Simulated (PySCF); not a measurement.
## Broadened absorption spectrum of C4H11NOSi

Compound: C4H11NOSi.
InChI=1S/C4H11NOSi/c1-6-4-2-3-5-7-4/h4-5H,2-3,7H2,1H3/t4-/m0/s1

Method used: PySCF, TDDFT PBE0/def2-SVPD, vertical, gas phase, core orbitals frozen in the response. Isolated species at its GFN2-xTB geometry (one conformer only).

Each state is given a Gaussian of 0.3 eV full width at half maximum, with ε(max) = 2.175×10⁸ f / Δν̃ (Δν̃ the width in cm⁻¹). The width is an assumption, not a result. The curve ends short of the highest state used, and states not computed would add to its high-energy end.

(E (eV), ε (L mol⁻¹ cm⁻¹)): (5.19, 1), (5.25, 4), (5.32, 20), (5.38, 59), (5.44, 139), (5.50, 264), (5.56, 401), (5.62, 488), (5.68, 478), (5.74, 385), (5.80, 283), (5.87, 269), (5.93, 402), (5.99, 642), (6.05, 879), (6.11, 976), (6.17, 871), (6.23, 628), (6.29, 376), (6.35, 221), (6.42, 196), (6.48, 272), (6.54, 379), (6.60, 475)

Q: Locate the maxima and give the states behind the curve.

A: 220 nm (5.64 eV), ε about 500, made up of S1 (100%); 203 nm (6.11 eV), ε about 980, made up of S2 (100%) (ε in L mol⁻¹ cm⁻¹; maxima over ε = 5, shares over 10%). At its high-energy end, 6.60 eV, the curve is still rising (ε about 470, from S3 and S4). The states used: S1 5.64 eV (f 0.0055); S2 6.11 eV (f 0.011); S3 6.60 eV (f 0.0043); S4 6.85 eV (f 0.0044); S5 6.92 eV (f 0.0073); S6 6.97 eV (f 0.0020); S7 7.08 eV (f 0.0006); S8 7.20 eV (f 0.0007).

Q: On this curve, what absorbance would a 10⁻³ mol/L sample give at 193 nm over a 1 cm path?

A: 193 nm is 6.424 eV, where ε is about 200 L mol⁻¹ cm⁻¹, so A = ε c l ≈ 0.2 (Beer–Lambert, with the gas-phase spectrum and the assumed width).

Q: Does any computed singlet lie in the visible range?

A: No computed singlet lies in the visible range (380 to 750 nm); the lowest, at 220 nm, stands 2.38 eV above its violet end (3.26 eV).

Q: What would ε be at 6.11 eV, the highest of these maxima, with half the width (0.15 eV)?

A: About 1950 L mol⁻¹ cm⁻¹ against 976, a factor of about 2.00; a lone state at its own centre would give exactly 2.
